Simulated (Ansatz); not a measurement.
`C=NBI` and `C=NB[SiH3]` differ in one atom or group.

Ansatz, PBE0-D4/def2-TZVP geometries, multiplicity 1. Each molecule was computed in one conformer, which needn't be the lowest.

Elements past krypton have def2 core potentials.

```
                                        property  `C=NBI`
         HOMO–LUMO gap (ωB97M-V/def2-TZVPP) / eV     9.79
               LUMO energy (PBE/def2-TZVPP) / eV    -2.71
             HOMO–LUMO gap (PBE/def2-TZVPP) / eV     3.42
           HOMO energy (ωB97M-V/def2-TZVPP) / eV    -9.33
            HOMO–LUMO gap (PBE0/def2-TZVPP) / eV     5.56
size of the dipole moment (B3LYP/def2-TZVPP) / D     3.27
```

Task: What does the change do to each property? (Best estimate.)

Result: The calculation gave: 
```json
{"property": "HOMO–LUMO gap (ωB97M-V/def2-TZVPP) / eV", "`C=NB[SiH3]`": "10.81", "shift": "1.02"}
{"property": "LUMO energy (PBE/def2-TZVPP) / eV", "`C=NB[SiH3]`": "-2.09", "shift": "0.62"}
{"property": "HOMO–LUMO gap (PBE/def2-TZVPP) / eV", "`C=NB[SiH3]`": "4.53", "shift": "1.11"}
{"property": "HOMO energy (ωB97M-V/def2-TZVPP) / eV", "`C=NB[SiH3]`": "-9.76", "shift": "-0.43"}
{"property": "HOMO–LUMO gap (PBE0/def2-TZVPP) / eV", "`C=NB[SiH3]`": "6.65", "shift": "1.09"}
{"property": "size of the dipole moment (B3LYP/def2-TZVPP) / D", "`C=NB[SiH3]`": "2.39", "shift": "-0.88"}
```

With PBE0 the HOMO falls by 0.46 eV and the LUMO rises by 0.62 eV, so the gap widens by about 1.08 eV. PBE moves the HOMO by -0.51 eV and ωB97M-V by -0.43 eV. The zero-point energy changes by 63.2 kJ/mol with +9 modes. Dipoles are sizes alone; their direction can turn.

B3LYP here is the variant with VWN-RPA as its local correlation; programs differ in this.

Spin–orbit coupling is left out; it splits and shifts lone-pair levels of the heavy atoms by tenths of an eV.
